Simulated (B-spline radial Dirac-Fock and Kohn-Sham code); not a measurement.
**How core holes in Cu⁺ decay**

System: the Cu⁺ ion, configuration 1s2 2s2 2p6 3s2 3p6 3d10.

Model: a relativistic independent-particle model: LDA orbitals of the hole state, radiative multipoles to third order, Auger rates from the Coulomb interaction with a continuum orbital, Dirac-Fock energies. Program: a radial B-spline solver.

Partial widths are in eV. Coster-Kronig decay leaves a hole in the same principal shell; its rates are the weakest part of the model, often 1.5 to 2.5 times too large and more for N holes. Holes without an open Auger channel, or with an unreliable SCF state, are not listed.

| hole | radiative | Auger | Coster-Kronig | total | fluorescence yield | lifetime (fs) |
| --- | --- | --- | --- | --- | --- | --- |
| K (1s) | 0.662 | 0.805 | 0 | 1.47 | 0.451 | 0.448 |
| L1 (2s) | 0.00489 | 0.427 | 8.63 | 9.06 | 0.000540 | 0.0727 |
| L2 (2p1/2) | 0.00606 | 0.611 | 0 | 0.617 | 0.00982 | 1.07 |
| L3 (2p3/2) | 0.00596 | 0.631 | 0 | 0.637 | 0.00936 | 1.03 |
| M1 (3s) | 4.03e-05 | 0 | 3.94 | 3.94 | 1.02e-05 | 0.167 |
| M2 (3p1/2) | 0.000125 | 0 | 3.85 | 3.85 | 3.25e-05 | 0.171 |
| M3 (3p3/2) | 0.000117 | 0 | 3.71 | 3.72 | 3.16e-05 | 0.177 |

Values without a named source are computed, but for edge energies of neutral atoms, which are taken from tables.
